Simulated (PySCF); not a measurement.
1-hydroxysilylpropan-2-one (C3H8O2Si), SMILES CC(=O)C[SiH2]O.

Geometry optimised at PBE0-D3(BJ)/def2-SVP. One conformer was computed; it need not be the lowest.

Two levels are set side by side: PBE/def2-TZVP (PySCF) and HF/def2-TZVP (PySCF). Same geometry, gas phase. Differences are taken from unrounded values.

```
quantity                       PBE
---------------------------  -----
orbital gap (eV)              4.12
highest occupied level (eV)  -6.12
lowest empty level (eV)      -2.00
dipole moment (D)             3.62
mean polarisability (bohr³)   69.9
```

### Question
These are the PBE values. What does HF give? (Estimate from the structure and the level; the computed values follow.)

### Answer

| quantity | HF | PBE minus HF |
|---|---|---|
| orbital gap (eV) | 14.63 | -10.51 |
| highest occupied level (eV) | -11.49 | 5.38 |
| lowest empty level (eV) | 3.14 | -5.13 |
| dipole moment (D) | 4.22 | -0.61 |
| mean polarisability (bohr³) | 61.1 | 8.8 |

PBE's occupied levels lie high since its potential decays too fast outside the molecule; exact exchange lowers them and widens the gap. Loosely held outer electrons make PBE densities more polarisable. Differences between two approximate levels are no errors against the true value.

Rough cost on one machine, each run with all the roots and properties that it gave: HF against PBE about 1/3.
